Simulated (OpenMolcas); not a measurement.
An OpenMolcas run meant for Er V (ANO-R3, X2C; inactive shells 1s 2s 2p 3s 3p 3d 4s 4p 4d 5s 5p; intended active space 10 electrons in 7 orbitals (4f)). One step of its input:

```
&RASSCF
FileOrb=start.orb
Symmetry=1
Spin=5
nActEl=10 0 0
Inactive=15 12
Ras2=0 7
CIRoot=40 40 1
SDav=35
CIMx=300
Iter=85 100
PrWF=0.3
OrbListing=Nothing
MaxOrb=0
Atom
>>> COPY $Project.JobIph JOB001
```

Lines from the output:

```
...
      Number of secondary orbitals             109
      Spin quantum number                      2.0
      State symmetry                             1
Orbital specifications:
      -----------------------

      Symmetry species                           1   2
                                                ag  au
      Frozen orbitals                            0   0
      Inactive orbitals                         15  12
      Active orbitals                            0   7
      RAS1 orbitals                              0   0
      RAS2 orbitals                              0   7
      RAS3 orbitals                              0   0
      Secondary orbitals                        47  62
      Deleted orbitals                           0   0
      Number of basis functions                 62  81
      Number of CSFs                            35
      Number of root(s) required                40
 ************ ERROR ***********
  You can't ask for more roots
  than there are configurations
 ******************************
--- Stop Module: rasscf at  /rc=_RC_INPUT_ERROR_ ---
.####################.
.# User input error #.
.####################.
```

**Question.** What is wrong with the input?

**Answer.** CIRoot asks for more roots than the active space has configuration state functions.
